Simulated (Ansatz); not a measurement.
Cartesian coordinates (Å):
```xyz
20

C      3.8265     0.1183     0.8011
C      2.7708    -0.6524     0.4996
C      1.3694    -0.2363     0.3523
C      0.9347     1.0953     0.5307
C     -0.3978     1.4456     0.3812
C     -1.3582     0.4730     0.0441
O     -2.6347     0.9114    -0.0807
C     -3.6432    -0.0130    -0.4166
C     -0.9514    -0.8553    -0.1379
C      0.3967    -1.1903     0.0178
H      3.7383     1.1944     0.9744
H      4.8280    -0.3097     0.8851
H      2.9451    -1.7228     0.3381
H      1.6568     1.8713     0.7923
H     -0.7338     2.4749     0.5196
H     -3.7393    -0.8090     0.3437
H     -4.5839     0.5515    -0.4635
H     -3.4574    -0.4837    -1.3989
H     -1.6682    -1.6330    -0.3995
H      0.7016    -2.2302    -0.1274
```
Charge 0, spin multiplicity 1.

Method: frozen-core CCSD(T)/cc-pVDZ // B3LYP-D3(BJ)/def2-SVP (Ansatz, an electronic-structure program). The restricted HF reference is unstable towards unrestricted orbitals.

```
Quantity                        Value
----------------------  -------------
HF energy               -421.49705 Ha
MP2 correlation energy    -1.37253 Ha
```

Q: Estimate the CCSD correlation energy, the (T) correction, the total energy and the T1 diagnostic.

A: 
The CCSD correlation energy is -1.44025 Ha. The (T) correction comes out as -0.05928 Ha, the CCSD(T) total energy is -422.99658 Ha and the T1 diagnostic is 0.012.
